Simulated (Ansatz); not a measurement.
Born–Oppenheimer molecular dynamics of CH$_{4}$NSe (7 atoms, charge -1, multiplicity 1). It starts at the highest image of a converged band. Of that band: The profile has 2 maxima (images 2, 7) with wells between them (image 4): this band takes more than one step, which may be the mechanism or a detour left from its start path. Neighbouring images differ by up to 2.4 eV, so the band resolves the path poorly. A vibrational analysis at the climbing image gives one clearly imaginary mode, 340i cm⁻¹: a first-order saddle point.

Computed with RKS PBE0-D4/def2-SVP in Ansatz.

```yaml
ensemble: NVE (velocity Verlet)
time_step: 0.5 fs
steps_asked: 200
starting_velocities_drawn_for: 300 K
seed: 7787
```

Frames 1 fs apart, positions in Å.

Velocities at 85.0 fs (Å/ps):

```
N -4.10 4.83 -9.71
C 3.91 -5.44 5.05
Se 1.12 -0.13 1.56
H -51.48 24.00 14.88
H -48.63 4.80 -22.43
H 43.47 -13.54 19.39
H -21.12 -7.26 -59.03
```

```xyz
7
Properties=species:S:1:pos:R:3 time_fs=85.0 energy_less_start_eV=-0.629 T=1274
N -1.185 0.541 -1.778
C 1.350 0.338 1.421
Se 1.165 -1.484 1.351
H -0.454 1.068 -1.272
H -1.554 0.006 -0.963
H 1.324 0.612 2.550
H -1.917 1.271 -1.917
7
Properties=species:S:1:pos:R:3 time_fs=86.0 energy_less_start_eV=-0.599 T=1227
N -1.190 0.546 -1.787
C 1.353 0.333 1.426
Se 1.167 -1.484 1.353
H -0.505 1.091 -1.258
H -1.601 0.011 -0.989
H 1.368 0.597 2.566
H -1.936 1.261 -1.976
7
Properties=species:S:1:pos:R:3 time_fs=87.0 energy_less_start_eV=-0.581 T=1201
N -1.195 0.551 -1.796
C 1.357 0.328 1.432
Se 1.168 -1.484 1.354
H -0.551 1.114 -1.245
H -1.646 0.018 -1.022
H 1.411 0.580 2.574
H -1.948 1.244 -2.033
7
Properties=species:S:1:pos:R:3 time_fs=88.0 energy_less_start_eV=-0.580 T=1198
N -1.202 0.557 -1.804
C 1.361 0.323 1.438
Se 1.169 -1.484 1.356
H -0.592 1.138 -1.232
H -1.686 0.025 -1.061
H 1.455 0.560 2.575
H -1.954 1.222 -2.089
7
Properties=species:S:1:pos:R:3 time_fs=89.0 energy_less_start_eV=-0.578 T=1195
N -1.209 0.563 -1.813
C 1.364 0.318 1.445
Se 1.170 -1.484 1.357
H -0.628 1.162 -1.217
H -1.723 0.032 -1.104
H 1.498 0.538 2.569
H -1.954 1.196 -2.143
7
Properties=species:S:1:pos:R:3 time_fs=90.0 energy_less_start_eV=-0.561 T=1168
N -1.216 0.569 -1.821
C 1.368 0.314 1.452
Se 1.171 -1.485 1.359
H -0.661 1.185 -1.203
H -1.757 0.036 -1.147
H 1.542 0.515 2.558
H -1.951 1.169 -2.198
7
Properties=species:S:1:pos:R:3 time_fs=91.0 energy_less_start_eV=-0.533 T=1125
N -1.224 0.576 -1.829
C 1.371 0.310 1.460
Se 1.172 -1.485 1.361
H -0.695 1.204 -1.192
H -1.790 0.034 -1.187
H 1.585 0.493 2.546
H -1.947 1.146 -2.255
7
Properties=species:S:1:pos:R:3 time_fs=92.0 energy_less_start_eV=-0.509 T=1089
N -1.232 0.582 -1.837
C 1.375 0.307 1.466
Se 1.173 -1.485 1.362
H -0.730 1.219 -1.185
H -1.821 0.028 -1.224
H 1.629 0.471 2.537
H -1.943 1.128 -2.314
7
Properties=species:S:1:pos:R:3 time_fs=93.0 energy_less_start_eV=-0.494 T=1065
N -1.240 0.589 -1.845
C 1.378 0.304 1.473
Se 1.174 -1.485 1.364
H -0.768 1.228 -1.182
H -1.850 0.017 -1.256
H 1.675 0.451 2.532
H -1.939 1.115 -2.375
7
Properties=species:S:1:pos:R:3 time_fs=94.0 energy_less_start_eV=-0.476 T=1037
N -1.247 0.596 -1.852
C 1.381 0.301 1.479
Se 1.175 -1.486 1.365
H -0.808 1.235 -1.183
H -1.875 0.004 -1.288
H 1.723 0.434 2.533
H -1.932 1.107 -2.435
7
Properties=species:S:1:pos:R:3 time_fs=95.0 energy_less_start_eV=-0.453 T=1002
N -1.256 0.603 -1.860
C 1.383 0.299 1.485
Se 1.177 -1.486 1.367
H -0.848 1.241 -1.185
H -1.893 -0.008 -1.319
H 1.773 0.418 2.537
H -1.919 1.100 -2.492
7
Properties=species:S:1:pos:R:3 time_fs=96.0 energy_less_start_eV=-0.434 T=972
N -1.266 0.610 -1.868
C 1.386 0.297 1.491
Se 1.177 -1.487 1.368
H -0.888 1.248 -1.186
H -1.905 -0.017 -1.351
H 1.823 0.406 2.542
H -1.900 1.093 -2.542
```

Of the whole run (100 fs, mean temperature of the second half 1343 K): The conserved energy stayed within 0.1 meV per atom of its start (net change 0.083 meV per atom), so the integration is sound. The system heated up, since it started high on the potential surface and ran downhill. A run of 0.1 ps of so small a system gives no equilibrium averages. The orbitals stay closed-shell, which can raise the energy where a bond breaks towards radicals; this wasn't checked here. Limits of this set-up: an anion without diffuse functions, the dipole of an ion depends on the origin.

Run time: 4.9 min on 1 thread of Intel(R) Xeon(R) 6975P-C (Granite Rapids), with other jobs on the host, peak memory 0.2 GiB.
